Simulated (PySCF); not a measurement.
## Circular dichroism: `InChI=1S/C4H12BOP/c1-4(3-6)5(2)7/h3-5H,1-2,7H3/t4-,5-/m1/s1`

Molfile (atoms numbered from 1):
```
C4H12BOP
     RDKit          3D

 19 18  0  0  0  0  0  0  0  0999 V2000
    1.3402    1.4924    0.0462 C   0  0  0  0  0  0  0  0  0  0  0  0
    0.4891    0.3457   -0.7338 B   0  0  1  0  0  0  0  0  0  0  0  0
    1.2907   -1.3392   -0.1348 P   0  0  0  0  0  0  0  0  0  0  0  0
   -1.1326    0.3039   -0.3491 C   0  0  2  0  0  0  0  0  0  0  0  0
   -1.3983    0.5588    1.1322 C   0  0  0  0  0  0  0  0  0  0  0  0
   -1.5446   -1.0519   -0.7437 C   0  0  0  0  0  0  0  0  0  0  0  0
   -1.9845   -1.4276   -1.7984 O   0  0  0  0  0  0  0  0  0  0  0  0
    1.3476    1.3708    1.1289 H   0  0  0  0  0  0  0  0  0  0  0  0
    0.9441    2.4838   -0.1593 H   0  0  0  0  0  0  0  0  0  0  0  0
    2.3800    1.4954   -0.2825 H   0  0  0  0  0  0  0  0  0  0  0  0
    0.6600    0.3288   -1.9138 H   0  0  0  0  0  0  0  0  0  0  0  0
    2.6715   -1.3291   -0.2378 H   0  0  0  0  0  0  0  0  0  0  0  0
    1.0725   -2.5507   -0.7611 H   0  0  0  0  0  0  0  0  0  0  0  0
    1.2286   -1.7727    1.1770 H   0  0  0  0  0  0  0  0  0  0  0  0
   -1.6572    1.0419   -0.9581 H   0  0  0  0  0  0  0  0  0  0  0  0
   -2.4566    0.4437    1.3641 H   0  0  0  0  0  0  0  0  0  0  0  0
   -1.1003    1.5679    1.4009 H   0  0  0  0  0  0  0  0  0  0  0  0
   -0.8348   -0.1433    1.7497 H   0  0  0  0  0  0  0  0  0  0  0  0
   -1.3253   -1.8093    0.0661 H   0  0  0  0  0  0  0  0  0  0  0  0
  1  2  1  0
  2  3  1  0
  2  4  1  0
  4  5  1  0
  4  6  1  0
  6  7  2  0
  1  8  1  0
  1  9  1  0
  1 10  1  0
  2 11  1  6
  3 12  1  0
  3 13  1  0
  3 14  1  0
  4 15  1  6
  5 16  1  0
  5 17  1  0
  5 18  1  0
  6 19  1  0
M  CHG  2   2  -1   3   1
M  END
```

Method used: PySCF 2.14.0, TDDFT B3LYP/def2-SVPD circular dichroism and optical rotation, one conformer, gas phase. Geometry: GFN2-xTB.

The molecule is flexible and this is one conformer; a measurement averages over conformers. States above about 6.7 eV (minus the energy of the highest occupied orbital) lie near or above the ionisation threshold and depend on the basis.

Q: Assign R or S to each stereocentre.

A: B2 R, C4 R.

Q: List the lowest 16 singlet excitations with oscillator and rotatory strengths.

A: Rotatory strengths R in 10⁻⁴⁰ esu² cm², velocity form and length form (origin at the centre of mass); f in length form.
| state | E (eV) | λ (nm) | f | R (velocity) | R (length) | main |
| --- | --- | --- | --- | --- | --- | --- |
| 1 | 4.30 | 288 | 0.001 | -8.6 | -10.1 | HOMO→LUMO 0.91 |
| 2 | 5.68 | 218 | 0.003 | +1.7 | +2.2 | HOMO→LUMO+1 0.95 |
| 3 | 5.90 | 210 | 0.007 | +7.7 | +7.6 | HOMO→LUMO+2 0.97 |
| 4 | 6.02 | 206 | 0.020 | -19.8 | -20.1 | HOMO→LUMO+3 0.69, HOMO−1→LUMO 0.19 |
| 5 | 6.43 | 193 | 0.029 | +11.3 | +11.6 | HOMO−1→LUMO 0.47, HOMO−2→LUMO 0.29 |
| 6 | 6.48 | 191 | 0.006 | -1.6 | -1.7 | HOMO→LUMO+4 0.81 |
| 7 | 6.59 | 188 | 0.048 | +21.8 | +22.9 | HOMO−2→LUMO 0.65, HOMO−1→LUMO 0.19 |
| 8 | 6.87 | 180 | 0.010 | +0.6 | +0.7 | HOMO−1→LUMO+1 0.72, HOMO→LUMO+5 0.16 |
| 9 | 6.90 | 180 | 0.013 | +23.7 | +25.6 | HOMO→LUMO+5 0.74, HOMO−1→LUMO+1 0.12 |
| 10 | 7.00 | 177 | 0.041 | -30.8 | -29.9 | HOMO−3→LUMO 0.65, HOMO→LUMO+6 0.15 |
| 11 | 7.04 | 176 | 0.012 | +10.0 | +10.0 | HOMO−1→LUMO+2 0.47, HOMO→LUMO+6 0.37 |
| 12 | 7.07 | 175 | 0.038 | -31.4 | -31.4 | HOMO−1→LUMO+2 0.42, HOMO→LUMO+6 0.42 |
| 13 | 7.21 | 172 | 0.013 | -25.0 | -24.8 | HOMO→LUMO+7 0.77, HOMO−2→LUMO+1 0.09 |
| 14 | 7.24 | 171 | 0.009 | -7.5 | -6.9 | HOMO−2→LUMO+1 0.76, HOMO−1→LUMO+3 0.09 |
| 15 | 7.29 | 170 | 0.039 | +23.6 | +24.6 | HOMO−1→LUMO+3 0.80 |
| 16 | 7.38 | 168 | 0.010 | +13.6 | +12.8 | HOMO−2→LUMO+2 0.83, HOMO−3→LUMO+1 0.09 |

Among the states computed, the strongest CD band (largest |R|) is state 12. The largest dissymmetry factor in size, g = 4R/(D+G), with D and G the electric and magnetic dipole strengths, is -0.05 for state 1 (velocity form, f = 0.001), among bands with |R| over 0.5. The mirror image has the same energies and oscillator strengths and all R with the opposite sign.
